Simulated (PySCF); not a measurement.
## Telling isomers of C$_{6}$H$_{10}$O$_{2}$Si apart by NMR

PySCF 2.14.0 with density-fitted response routines calculation with geometry: GFN2-xTB and shieldings: GIAO PBE0/pcSseg-1; one averaged value for each set of equivalent atoms, relativity neglected, single conformer, isolated molecule.

References, each an isolated molecule treated in the same way: TMS for ¹H and ¹³C. Where no couplings were computed, multiplicities follow the n + 1 count of equivalent neighbours, and m marks all less simple cases (inequivalent or close neighbours, rings, F or P nearby). Shifts are as computed. Against solution values, carbons near 30 ppm lie about +3 ppm off and those near 130 ppm about +5 ppm. Of 1309 compounds with measured shifts, 239 miss one by over three times the rms of a fit or turn the order of signals round; such compounds aren't used in these exercises.

(1) Tabulate the signals of `C=C(C)[C@@]1(OC=O)C[SiH2]1`, `O=CC[SiH2]O[C@]12C[C@H]1C2`, `C=C1CO[C@H](C=O)C[SiH2]1` and their relative energies.

(2) What is the quickest way to tell O=CC[SiH2]O[C@]12C[C@H]1C2 from C=C1CO[C@H](C=O)C[SiH2]1?

(3) What is the quickest way to tell C=C(C)[C@@]1(OC=O)C[SiH2]1 from C=C1CO[C@H](C=O)C[SiH2]1?

(4) What is the quickest way to tell C=C(C)[C@@]1(OC=O)C[SiH2]1 from O=CC[SiH2]O[C@]12C[C@H]1C2?

## Answers

(1) 
```json
{"SMILES": "C=C(C)[C@@]1(OC=O)C[SiH2]1", "carbon types": "2×C 1×CH 2×CH2 1×CH3", "δC": "167.9, 151.8, 126.8, 73.1, 21.8, 9.4", "δH": "7.96 (s, 1H), 5.52 (m, 1H), 5.43 (m, 1H), 4.45 (m, 1H), 3.15 (m, 1H), 2.17 (s, 3H), 0.86 (m, 1H), 0.66 (m, 1H)", "E rel. (kcal/mol)": "14.0"}
{"SMILES": "O=CC[SiH2]O[C@]12C[C@H]1C2", "carbon types": "1×C 2×CH 3×CH2", "δC": "204.3, 53.1, 38.9, 36.0, 4.1", "δH": "10.19 (t, 1H), 4.86 (t, 2H), 2.23 (m, 2H), 1.99 (m, 1H), 1.97 (m, 2H), 0.88 (m, 2H)", "E rel. (kcal/mol)": "11.1"}
{"SMILES": "C=C1CO[C@H](C=O)C[SiH2]1", "carbon types": "1×C 2×CH 3×CH2", "δC": "214.7, 149.9, 133.9, 84.0, 78.7, 9.6", "δH": "10.49 (d, 1H), 6.02 (br s, 1H), 5.71 (br s, 1H), 4.59 (m, 1H), 4.54 (m, 1H), 4.50 (m, 1H), 4.49 (m, 1H), 4.29 (m, 1H), 1.44 (m, 1H), 1.14 (m, 1H)", "E rel. (kcal/mol)": "0.0"}
```

Energies are electronic energies at PBE0/pcSseg-1 on these geometries, without zero-point or thermal terms, each for the one conformer computed, which needn't be the lowest.

(2) Count the carbon signals: 5 against 6. The first has a three-membered-ring carbon (C) at 53.1 ppm, the second a fully substituted alkene carbon (C) at 149.9 ppm. Their most deshielded carbons lie at 204.3 and 214.7 ppm.

(3) Both give the same number of carbon signals, but DEPT or the intensities differ. The first has a three-membered-ring carbon (C) at 73.1 ppm, the second an sp3 CH bonded to O, α to a carbonyl at 84.0 ppm. Their most deshielded carbons lie at 167.9 and 214.7 ppm. In the proton spectra the most deshielded non-exchanging signals are 7.96 (s, 1H) and 10.49 (d, 1H).

(4) Count the carbon signals: 6 against 5. The first has a fully substituted alkene carbon (C) at 151.8 ppm, the second a three-membered-ring carbon (CH) at 4.1 ppm. Their most deshielded carbons lie at 167.9 and 204.3 ppm. In the proton spectra the most deshielded non-exchanging signals are 7.96 (s, 1H) and 10.19 (t, 1H).
